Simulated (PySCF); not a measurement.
# Excitation energies in several basis sets

CH6GeO2Si.
InChI=1S/CH6GeO2Si/c3-1-2-4-5/h1H,2H2,5H3

TDDFT with PBE0 (PySCF), vertical singlets, core orbitals frozen in the response, spherical d and f functions. One conformer (not necessarily the lowest) at the PBE0-D3(BJ)/def2-SVP geometry, without solvent, vibrations or thermal averaging. The PBE0/6-31G* calculation is non-relativistic and has no spin–orbit coupling, an omission that weighs most on germanium.

| basis | functions | diffuse | S1 (eV) | S2 (eV) | S3 (eV) | S4 (eV) | S5 (eV) | LUMO (eV) | α (au) |
| --- | --- | --- | --- | --- | --- | --- | --- | --- | --- |
| 6-31G* | 104 | no | 3.38 | 5.71 | 6.27 | 6.37 | 7.00 | -1.42 | 61.1 |
| def2-SVP | 122 | no | 3.30 | 5.86 | 6.21 | 6.28 | 7.07 | -1.59 | 65.0 |
| def2-SVPD | 176 | yes | 3.26 | 5.66 | 6.01 | 6.08 | 6.48 | -1.90 | 76.0 |
| aug-cc-pVDZ | 186 | yes | 3.25 | 5.47 | 5.98 | 6.07 | 6.10 | -1.85 | 77.5 |
| def2-TZVP | 214 | no | 3.27 | 5.67 | 6.10 | 6.18 | 6.85 | -1.79 | 72.4 |
| def2-TZVPD | 268 | yes | 3.25 | 5.53 | 6.04 | 6.11 | 6.28 | -1.87 | 77.0 |

**Question.** How much do these states and the polarisability depend on the basis?

**Answer.** States are compared by their number. Against the largest diffuse basis here (def2-TZVPD, itself not a converged limit), sets without diffuse functions differ by up to 0.13 eV in S1 and 0.79 eV in S5; the smaller diffuse sets differ by up to 0.01 and 0.20 eV. State by state, the largest deviation of a set without diffuse functions is S1 0.13, S2 0.33, S3 0.23, S4 0.25, S5 0.79 eV. The same number needn't mean the same state in each row. Against def2-TZVPD the polarisability deviates by -21% in 6-31G*, -16% in def2-SVP, -1% in def2-SVPD, +1% in aug-cc-pVDZ, -6% in def2-TZVP.
